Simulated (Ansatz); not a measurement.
System: BO (charge 0, doublet). 
Geometry from a B3LYP-D3(BJ)/def2-TZVP (Ansatz, an electronic-structure program) optimisation:
```xyz
2

B      0.0000     0.0000    -0.7398
O      0.0000     0.0000     0.4623
```
Charge 0, spin multiplicity 2.

Wanted: vertical electron affinity (to the singlet state of charge -1; a negative value means that the extra electron is unbound and the number depends on the basis; each state is the SCF solution reached for its spin), in eV. Cores are frozen in the correlated levels unless marked. Open shells are spin-unrestricted. No spin-orbit coupling. No relativistic terms. Anions need diffuse functions: aug- sets have them; def2-D sets add few. Basis-set limits of correlation are two-point, X^-3; Hartree-Fock from the larger set.

```tsv
level	program	vertical electron affinity (eV)	minus last row
SVWN5/def2-TZVPD	Ansatz	2.57	0.11
r2SCAN/def2-TZVPD	Ansatz	2.24	-0.22
PBE0/def2-TZVPD	Ansatz	2.36	-0.10
BHLYP/def2-TZVPD	Ansatz	2.41	-0.05
CAM-B3LYP/def2-TZVPD	Ansatz	2.58	0.12
CCSD/def2-TZVPPD	Ansatz	2.35	-0.11
CCSD/def2-QZVPPD	Ansatz	2.39	-0.07
CCSD/CBS(def2-TZVPPD,def2-QZVPPD)	Ansatz	2.41	-0.05
CCSD(T)/def2-SVPD	Ansatz	2.25	-0.21
CCSD(T)/CBS(aug-cc-pVTZ,aug-cc-pVQZ)	Ansatz	2.46	0.00
```
